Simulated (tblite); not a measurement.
Species: C₇H₁₆BP.
Atom-mapped SMILES: `[BH3-:1][P@@H+:2]1[CH2:3][CH2:4][CH:5]=[C:6]1[CH:7]([CH3:8])[CH3:9]` (hydrogens: H10, H11, H12 on B1; H13 on P2; H14, H15 on C3; H16, H17 on C4; H18 on C5; H19 on C7; H20, H21, H22 on C8; H23, H24, H25 on C9)
Bond orders are those of one Lewis drawing.

Computed with GFN2-xTB (tblite), gas phase: L-BFGS steps from a force-field or distance-geometry start until the largest atomic force falls under 0.01 eV/Å.

Step 3: E = -731.3879 eV
```
atom  x, y, z in Å  |  force x, y, z in eV/Å
B1      1.7589   -1.8886    1.1332    0.152  -0.392   0.420
P2      1.3734   -0.5883   -0.1351   -0.168   0.194  -0.372
C3      2.3090    0.9762    0.0990    0.300  -0.036   0.006
C4      1.4410    1.9786   -0.6416   -0.308  -0.144   0.097
C5      0.0210    1.6366   -0.2638    0.120  -0.247  -0.194
C6     -0.1965    0.3348   -0.0598   -0.177   0.113   0.053
C7     -1.4715   -0.3350    0.3776    0.118  -0.037  -0.461
C8     -1.8783   -1.4686   -0.5828    0.345   0.349   0.215
C9     -2.6441    0.6388    0.4783    0.498  -0.099  -0.133
H10     2.3978   -2.6753    0.5465    0.324  -0.513  -0.139
H11     2.4165   -1.2844    1.9145    0.016   0.016   0.318
H12     0.7510   -2.3325    1.5597   -0.154  -0.064   0.095
H13     1.5697   -0.8660   -1.5309   -0.213   0.377   0.466
H14     2.3212    1.1852    1.1825    0.059  -0.138  -0.286
H15     3.3436    0.9318   -0.2707   -0.239  -0.011   0.118
H16     1.5907    1.7420   -1.6931   -0.130   0.400  -0.382
H17     1.6873    3.0108   -0.4387    0.103   0.265   0.009
H18    -0.7461    2.3941   -0.2043    0.202   0.056  -0.026
H19    -1.2907   -0.7556    1.3717    0.060  -0.182  -0.035
H20    -1.9496   -1.0911   -1.5989    0.126  -0.037  -0.067
H21    -2.8573   -1.7908   -0.2795   -0.365  -0.409   0.023
H22    -1.2010   -2.3147   -0.5322    0.190   0.050  -0.080
H23    -2.5786    1.3998   -0.2840   -0.148   0.101  -0.232
H24    -3.5486    0.0791    0.3398   -0.535   0.024   0.129
H25    -2.6296    1.1071    1.4406   -0.176   0.364   0.458
```

Step 4: E = -731.4682 eV
```
atom  x, y, z in Å  |  force x, y, z in eV/Å
B1      1.7755   -1.9223    1.1583    0.010  -0.032   0.061
P2      1.3753   -0.6014   -0.1210   -0.210   0.331  -0.441
C3      2.3033    0.9739    0.0894    0.212  -0.015   0.043
C4      1.4377    1.9871   -0.6477   -0.091  -0.166   0.071
C5      0.0247    1.6338   -0.2722   -0.052   0.039  -0.147
C6     -0.1950    0.3347   -0.0698   -0.187  -0.066   0.207
C7     -1.4726   -0.3323    0.3705    0.203  -0.078  -0.163
C8     -1.8787   -1.4665   -0.5760    0.161   0.107   0.009
C9     -2.6378    0.6420    0.4812    0.150  -0.058  -0.026
H10     2.4097   -2.6941    0.5363    0.233  -0.418   0.062
H11     2.4138   -1.2779    1.9268    0.036  -0.142   0.295
H12     0.7403   -2.3304    1.5617   -0.017  -0.146   0.119
H13     1.5597   -0.8449   -1.5208   -0.175   0.249   0.418
H14     2.3295    1.1746    1.1687   -0.040  -0.027  -0.095
H15     3.3360    0.9333   -0.2612   -0.022  -0.052  -0.081
H16     1.5819    1.7601   -1.7067   -0.099   0.408  -0.223
H17     1.6909    3.0253   -0.4378    0.017  -0.027  -0.020
H18    -0.7369    2.4024   -0.2040    0.229  -0.097  -0.064
H19    -1.2890   -0.7659    1.3622    0.069  -0.064  -0.061
H20    -1.9386   -1.0959   -1.5938    0.027   0.009  -0.141
H21    -2.8636   -1.8072   -0.2821   -0.092  -0.257  -0.019
H22    -1.1929   -2.3080   -0.5398    0.165   0.049   0.016
H23    -2.5885    1.3937   -0.2894   -0.063   0.197  -0.223
H24    -3.5552    0.0950    0.3481   -0.414  -0.041   0.131
H25    -2.6403    1.1152    1.4471   -0.050   0.296   0.274
```

Step 5: E = -731.5059 eV
```
atom  x, y, z in Å  |  force x, y, z in eV/Å
B1      1.7845   -1.9403    1.1717   -0.036   0.127  -0.168
P2      1.3730   -0.6032   -0.1198   -0.142   0.225  -0.172
C3      2.3027    0.9724    0.0845    0.060  -0.005  -0.005
C4      1.4354    1.9892   -0.6503    0.066  -0.061  -0.012
C5      0.0257    1.6345   -0.2791   -0.088  -0.218  -0.042
C6     -0.1971    0.3324   -0.0716   -0.021   0.218   0.134
C7     -1.4699   -0.3322    0.3655    0.009  -0.062   0.067
C8     -1.8776   -1.4650   -0.5731    0.015  -0.079  -0.147
C9     -2.6341    0.6432    0.4832   -0.123   0.052   0.015
H10     2.4196   -2.7109    0.5325    0.115  -0.269   0.213
H11     2.4129   -1.2772    1.9383    0.016  -0.236   0.225
H12     0.7346   -2.3319    1.5648    0.091  -0.164   0.104
H13     1.5514   -0.8294   -1.5089   -0.141   0.167   0.213
H14     2.3331    1.1687    1.1604   -0.077   0.033   0.034
H15     3.3325    0.9330   -0.2580    0.125  -0.070  -0.187
H16     1.5754    1.7769   -1.7171   -0.074   0.372  -0.091
H17     1.6929    3.0318   -0.4377   -0.037  -0.190  -0.022
H18    -0.7282    2.4051   -0.2050    0.110  -0.043  -0.074
H19    -1.2868   -0.7723    1.3555    0.073  -0.020  -0.048
H20    -1.9324   -1.0983   -1.5934   -0.024   0.016  -0.130
H21    -2.8669   -1.8198   -0.2841    0.123  -0.133  -0.054
H22    -1.1858   -2.3034   -0.5434    0.143   0.052   0.056
H23    -2.5948    1.3936   -0.2958   -0.026   0.113  -0.089
H24    -3.5644    0.1034    0.3550   -0.191  -0.007   0.145
H25    -2.6466    1.1240    1.4538    0.033   0.181   0.036
```

Step 6: E = -731.5300 eV
```
atom  x, y, z in Å  |  force x, y, z in eV/Å
B1      1.7893   -1.9489    1.1765   -0.046   0.164  -0.250
P2      1.3691   -0.6004   -0.1218   -0.035   0.055   0.146
C3      2.3037    0.9715    0.0812    0.001   0.006  -0.054
C4      1.4348    1.9891   -0.6522    0.104  -0.016  -0.077
C5      0.0253    1.6296   -0.2841   -0.027   0.220  -0.052
C6     -0.1986    0.3361   -0.0704   -0.072  -0.148   0.149
C7     -1.4689   -0.3333    0.3634   -0.127   0.032   0.128
C8     -1.8763   -1.4654   -0.5740   -0.042  -0.128  -0.185
C9     -2.6342    0.6452    0.4845   -0.255   0.095   0.047
H10     2.4276   -2.7260    0.5345    0.014  -0.127   0.293
H11     2.4126   -1.2814    1.9495   -0.015  -0.281   0.140
H12     0.7331   -2.3360    1.5686    0.164  -0.152   0.068
H13     1.5437   -0.8169   -1.4979   -0.113   0.106  -0.024
H14     2.3338    1.1657    1.1561   -0.078   0.061   0.073
H15     3.3327    0.9315   -0.2596    0.154  -0.076  -0.209
H16     1.5701    1.7942   -1.7251   -0.050   0.308  -0.011
H17     1.6934    3.0322   -0.4380   -0.065  -0.213   0.010
H18    -0.7213    2.4063   -0.2071    0.060  -0.041  -0.084
H19    -1.2840   -0.7766    1.3509    0.066  -0.006  -0.018
H20    -1.9291   -1.0995   -1.5956   -0.047   0.009  -0.106
H21    -2.8667   -1.8300   -0.2864    0.233  -0.059  -0.077
H22    -1.1788   -2.2996   -0.5446    0.130   0.047   0.058
H23    -2.5991    1.3953   -0.3010   -0.015   0.016   0.027
H24    -3.5734    0.1084    0.3620   -0.018   0.042   0.149
H25    -2.6497    1.1327    1.4584    0.079   0.088  -0.140
```

Task: Estimate the geometry and energy of step 7. (The exact step hangs on the optimiser's Hessian estimate; all steps are aligned on step 6, rigid shifts and turns removed.)

Result: E = -731.5552 eV, largest force 0.435 eV/Å
```
atom  x, y, z in Å  |  force x, y, z in eV/Å
B1      1.7928   -1.9538    1.1763   -0.034   0.122  -0.220
P2      1.3643   -0.5957   -0.1220    0.070  -0.119   0.413
C3      2.3059    0.9707    0.0771   -0.034   0.006  -0.076
C4      1.4351    1.9877   -0.6551    0.103   0.054  -0.117
C5      0.0253    1.6306   -0.2905    0.020  -0.099   0.041
C6     -0.2025    0.3353   -0.0653    0.040   0.146   0.025
C7     -1.4705   -0.3337    0.3624   -0.286   0.056   0.150
C8     -1.8746   -1.4672   -0.5782   -0.041  -0.095  -0.141
C9     -2.6382    0.6485    0.4861   -0.261   0.096   0.051
H10     2.4361   -2.7438    0.5425   -0.078   0.022   0.324
H11     2.4121   -1.2915    1.9635   -0.048  -0.294   0.038
H12     0.7351   -2.3432    1.5738    0.212  -0.122   0.016
H13     1.5336   -0.8023   -1.4871   -0.089   0.043  -0.247
H14     2.3328    1.1642    1.1531   -0.054   0.081   0.040
H15     3.3354    0.9284   -0.2654    0.111  -0.076  -0.186
H16     1.5640    1.8177   -1.7336   -0.012   0.199   0.025
H17     1.6927    3.0288   -0.4379   -0.058  -0.148   0.064
H18    -0.7132    2.4066   -0.2109   -0.090   0.088  -0.087
H19    -1.2798   -0.7811    1.3466    0.019  -0.001   0.009
H20    -1.9270   -1.1004   -1.6003   -0.055  -0.008  -0.073
H21    -2.8626   -1.8417   -0.2900    0.267  -0.016  -0.093
H22    -1.1691   -2.2951   -0.5445    0.114   0.049   0.038
H23    -2.6036    1.3977   -0.3058   -0.022  -0.077   0.121
H24    -3.5836    0.1137    0.3720    0.100   0.076   0.140
H25    -2.6512    1.1436    1.4608    0.104   0.018  -0.254
```

The energy changes by -0.0252 eV. The first-order estimate −F·Δx gives -0.0352 eV and the mean of the old and new forces, exact on a quadratic surface, -0.0251 eV. The step makes an angle of 53° with the force vector and moves no atom by more than 0.026 Å.

What follows is the cost of the whole relaxation. On one thread of an Arm Neoverse V2, no GPU, shared host with 96 logical CPUs at a one-minute load of 42, this took 0.82 s wall.
